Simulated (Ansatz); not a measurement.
Geometry optimisation, Ansatz 0.2.0, RKS BLYP-D4/def2-SVP.

input.yaml

```yaml
crystal:
  periodic: [false, false, false]
  atoms:
    - { symbol: B, position_ang: [0.0, 0.0, 0.0] }
    - { symbol: Cl, position_ang: [0.0, 0.0, 2.21] }
    - { symbol: O, position_ang: [1.2211, 0.0, -0.705] }
    - { symbol: H, position_ang: [1.5209, -0.9519, -0.8599] }
    - { symbol: "N", position_ang: [-1.3423, 0.0, -0.775] }
    - { symbol: H, position_ang: [-2.0112, -0.8164, -0.6764] }
    - { symbol: H, position_ang: [-1.5914, 0.8164, -1.4036] }
    - { symbol: P, position_ang: [-0.2764, 2.079, 0.6969] }
    - { symbol: H, position_ang: [-1.5961, 2.5082, 0.396] }
    - { symbol: H, position_ang: [-0.0678, 2.1402, 2.1001] }
    - { symbol: H, position_ang: [-0.1698, 1.2771, 1.8353] }
basis:
  gaussian: { orbitals: def2-SVP }
hamiltonian:
  xc: blyp
  dispersion: d4
relax:
  f_tol: 0.15
  max_steps: 25
  restrain:
    - { distance: [0, 7], at: 1.91, k: 30.0 }
    - { distance: [10, 1], at: 1.37, k: 30.0 }
    - { distance: [0, 1], at: 3.06, k: 30.0 }
    - { distance: [10, 7], at: 2.62, k: 30.0 }
```

Command:

```bash
$ ansatz run input.yaml --threads 4 --pin off --max-ram 5120MiB --backend cpu --events-out ev --progress --plain --runs-dir out
```

**Question.** Where does it end, and by what steps?

**Answer.** The run converged. The restraints hold the end off the free minimum. After 12 steps the energy has fallen by 6.492 eV (the restraints' own energy left out); H10 moved furthest, 1.10 Å. The start is strongly strained (largest force component 9 eV/Å), so its close contacts needn't be bonds. Parted: P8–H11 (1.40 → 2.62 Å).

| step | energy less start (eV) | largest force component (eV/Å) | accepted |
| --- | --- | --- | --- |
| 0 | 0.0000 | 8.849 | yes |
| 1 | -2.6886 | 4.230 | yes |
| 2 | -3.8885 | 2.559 | yes |
| 3 | -4.5499 | 2.667 | yes |
| 4 | -5.4069 | 1.381 | yes |
| 5 | -5.8810 | 1.640 | yes |
| 6 | -6.1328 | 1.429 | yes |
| 7 | -6.2981 | 1.209 | yes |
| 8 | -6.4088 | 0.927 | yes |
| 9 | -6.4819 | 0.783 | yes |
| 10 | -6.4821 | 0.734 | yes |
| 11 | -6.4814 | 0.700 | no |
| 12 | -6.4923 | 0.750 | yes |

```xyz
11
Properties=species:S:1:pos:R:3
B -0.104 0.637 -0.324
Cl -0.481 -0.497 2.507
O 1.159 0.087 -0.323
H 1.180 -0.859 -0.560
N -1.262 -0.013 -0.816
H -1.267 -0.996 -1.102
H -2.199 0.382 -0.747
P -0.154 2.521 0.097
H -1.429 2.556 0.766
H 0.615 2.489 1.313
H -0.371 0.746 2.009
```

The run took 15 s on 4 threads of Intel(R) Xeon(R) CPU @ 2.60GHz (Ice Lake), on a shared host, peak memory 0.2 GiB.
